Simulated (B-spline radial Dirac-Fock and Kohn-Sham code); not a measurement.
# Ionisation energies of lanthanum ions, computed and tabulated

Method: ΔSCF Dirac-Fock with Breit, self-energy and vacuum polarisation, finite nucleus, configuration average. Computed with a radial B-spline solver. Each value is the difference of the configuration-average energies of two neighbouring ions in their tabulated ground configurations. The model has no electron correlation. NIST's values refer to the lowest levels; many for high charge states are themselves semi-empirical or theoretical. Where a p, d or f shell is open in either ion the computed value averages over both j values and all terms, while the table refers to the lowest levels; that difference holds spin-orbit splitting (largest in heavy or highly charged ions), term energies where several electrons share open shells, and correlation, and it can reach 10 % or more.

```
  ion  configuration  computed (eV)        NIST (eV)         kind  NIST − computed (eV)
La³⁶⁺       [Ar] 3d3         2460.7         2473 ± 5  theoretical                +12.32
La³⁷⁺       [Ar] 3d2         2560.3         2577 ± 4  theoretical                +16.73
La³⁸⁺       [Ar] 3d1         2661.4         2674 ± 4  theoretical                +12.59
La³⁹⁺   [Ne] 3s2 3p6         2983.0         2950 ± 4  theoretical                -32.96
La⁴⁰⁺   [Ne] 3s2 3p5         3073.4         3036 ± 4  theoretical                -37.36
La⁴¹⁺   [Ne] 3s2 3p4         3164.7         3133 ± 4  theoretical                -31.67
La⁴²⁺   [Ne] 3s2 3p3         3256.9         3222 ± 4  theoretical                -34.88
La⁴³⁺   [Ne] 3s2 3p2         3350.0         3416 ± 4  theoretical                +65.99
La⁴⁴⁺   [Ne] 3s2 3p1         3444.0         3515 ± 4  theoretical                +70.96
La⁴⁵⁺       [Ne] 3s2         3703.5         3704 ± 4  theoretical                 +0.53
La⁴⁶⁺       [Ne] 3s1         3799.7         3800 ± 4  theoretical                 +0.26
La⁴⁷⁺   [He] 2s2 2p6         8811.4         8669 ± 4  theoretical               -142.36
La⁴⁸⁺   [He] 2s2 2p5         9067.1         8914 ± 4  theoretical               -153.09
La⁴⁹⁺   [He] 2s2 2p4         9325.9         9184 ± 4  theoretical               -141.93
La⁵⁰⁺   [He] 2s2 2p3         9587.9         9437 ± 4  theoretical               -150.88
La⁵¹⁺   [He] 2s2 2p2         9852.9        10136 ± 4  theoretical               +283.07
La⁵²⁺   [He] 2s2 2p1        10121.1        10426 ± 4  theoretical               +304.90
La⁵³⁺       [He] 2s2        10788.7        10789 ± 5  theoretical                 +0.33
La⁵⁴⁺       [He] 2s1        11033.1   11033.4 ± 0.05  theoretical                 +0.27
La⁵⁵⁺            1s2        45142.1     45145 ± 0.04  theoretical                 +2.90
La⁵⁶⁺            1s1        46245.8  46245.77 ± 0.03  theoretical                 -0.03
```

Problem. Where in this range is the largest relative jump, and why?

Solution. From La⁵⁴⁺ (11033.1 eV) to La⁵⁵⁺ (45142.1 eV), a factor of 4.09. The configuration goes from [He] 2s1 to 1s2, so the next electron comes out of a deeper subshell.
